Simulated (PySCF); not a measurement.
**Induced dipoles and field energies**

Compound: C3H11ClSSi2.
Structure used (GFN2-xTB), in Å, numbered top down from 1:
```xyz
18
C3H11ClSSi2 angstrom
C      3.6873   -0.1217   -0.0062
S      2.0418    0.5475    0.3902
Si     0.8572   -0.4217   -1.1210
Cl     1.2322   -2.4138   -1.1035
C     -0.9640   -0.0743   -0.7185
C     -1.3648   -0.5317    0.6864
Si    -3.1900   -0.1654    1.0748
H      4.0108    0.2525   -0.9723
H      3.6474   -1.2060   -0.0091
H      4.3587    0.2256    0.7714
H      1.2775    0.0848   -2.4238
H     -1.1554    0.9943   -0.8174
H     -1.5932   -0.5714   -1.4584
H     -1.1743   -1.6021    0.7858
H     -0.7230   -0.0347    1.4161
H     -4.0316   -0.8612    0.0971
H     -3.5005   -0.6354    2.4248
H     -3.4250    1.2764    0.9720
```

Level: B3LYP/def2-SVPD (PySCF); nuclei fixed, core orbitals frozen in the response. Permanent dipole (0.505, 0.309, -0.540) D (1 au = 2.5417 D). Static polarisability (au):

```
x   152.13  -0.43  -6.64
y    -0.43 114.24   6.17
z    -6.64   6.17 112.94
```

Only the terms in μ and α are kept: μ(F) = μ + αF and ΔE = −μ·F − ½ F·αF.

A field of 0.002 au (0.103 V/Å) is applied along each axis in both senses. Find the induced dipole, the size of the total dipole and the two energy terms.

```csv
field along,induced x (D),induced y (D),induced z (D),total size (D),−μ·F (kJ/mol),−½F·αF (kJ/mol)
+x,0.773,-0.002,-0.034,1.434,-1.043,-0.799
−x,-0.773,0.002,0.034,0.652,+1.043,-0.799
+y,-0.002,0.581,0.031,1.142,-0.638,-0.600
−y,0.002,-0.581,-0.031,0.811,+0.638,-0.600
+z,-0.034,0.031,0.574,0.582,+1.116,-0.593
−z,0.034,-0.031,-0.574,1.268,-1.116,-0.593
```

For the field (0.0006, 0.0012, 0.0012) au, what is the induced dipole, and what angle does it make with the field?

αF = (0.210, 0.367, 0.353) D, at 3.2° to the field. The polarisability along this direction, F·αF/F², is 120.21 au, against a mean of 126.44 au.

At what field along the permanent dipole would the induced dipole along it equal the permanent one, in this linear picture?

The polarisability along the dipole is 130.92 au, so F = 0.3153 au / 130.92 au = 0.0024 au = 0.12 V/Å; higher-order terms are ignored.

What field makes μF equal to kT at 298 K?

kT = 0.9437 × 10⁻³ Eh, so F = 0.00299 au = 15.4 MV/cm.

A unit point charge sits 10 Å away. Estimate the induction energy −αe²/2R⁴ with the mean polarisability, treating the molecule as a point.

R = 18.90 bohr, so the energy is −126.4/(2 × 18.90⁴) Eh = -1.3 kJ/mol. The charge–dipole term at its most favourable orientation, −μe/R², is -2.32 kJ/mol.

Geometry: GFN2-xTB, one conformer, isolated molecule.
